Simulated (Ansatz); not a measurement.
`N[Si](F)(F)S` + NH₃ → `N[Si](N)(F)F` + H₂S  (ligand exchange at the Si–S bond)

Program: Ansatz. Geometries: PBE0-D4/def2-TZVP. ΔE: electronic, gas phase. CBS: MP2 limit from def2 TZ/QZ plus the TZ coupled-cluster correction, frozen cores. This one scheme is used for every species. DFT in def2-TZVPP. B3LYP here is the variant with VWN-RPA as its local correlation; programs differ in this. Each species was taken in one conformer, which may not be the lowest.

```json
{"level": "revPBE-D4", "ΔE (kJ/mol)": "-4.4", "difference from CCSD(T)/CBS": "11.7"}
{"level": "BLYP-D4", "ΔE (kJ/mol)": "-12.5", "difference from CCSD(T)/CBS": "3.6"}
{"level": "B3LYP-D4", "ΔE (kJ/mol)": "-16.2", "difference from CCSD(T)/CBS": "-0.1"}
{"level": "PBE", "ΔE (kJ/mol)": "-6.9", "difference from CCSD(T)/CBS": "9.2"}
{"level": "r2SCAN", "ΔE (kJ/mol)": "-12.9", "difference from CCSD(T)/CBS": "3.2"}
{"level": "LC-ωPBE", "ΔE (kJ/mol)": "-16.7", "difference from CCSD(T)/CBS": "-0.6"}
{"level": "HF/def2-SVP", "ΔE (kJ/mol)": "-30.8", "difference from CCSD(T)/CBS": "-14.7"}
{"level": "HF/def2-QZVPP", "ΔE (kJ/mol)": "-30.5", "difference from CCSD(T)/CBS": "-14.4"}
{"level": "SCS-MP2/def2-QZVPP", "ΔE (kJ/mol)": "-17.9", "difference from CCSD(T)/CBS": "-1.8"}
{"level": "MP2/CBS(def2)", "ΔE (kJ/mol)": "-12.9", "difference from CCSD(T)/CBS": "3.2"}
{"level": "CCSD(T)/CBS", "ΔE (kJ/mol)": "-16.1", "difference from CCSD(T)/CBS": "0"}
```

(1) What do rigid-rotor, harmonic-oscillator terms from PBE0-D4/def2-TZVP frequencies (298.15 K, 1 bar) make of the CCSD(T)/CBS value? (Best estimate.)

Largest T1 diagnostic among the species: 0.011.

Results:

(1) The calculation gave: ΔZPE = -6.3 kJ/mol, ΔH = -23.3 kJ/mol, ΔS = -6 J/(mol·K), ΔG = -21.6 kJ/mol.

Leaving LDA and LC-ωPBE aside and taking each functional with its dispersion term where it has one, the values, not all of them listed here, spread over 17.5 kJ/mol, from CAM-B3LYP-D4 to revPBE-D4. LDA lies −7.5 kJ/mol from PBE without D4. At CCSD(T), def2-SVP lies −4.8 kJ/mol from the extrapolated value and def2-TZVPP −2.7 kJ/mol.

CCSD(T)/CBS has its own doubt, a few kJ/mol and more with outer-core shells, so smaller differences from it don't rank the levels.
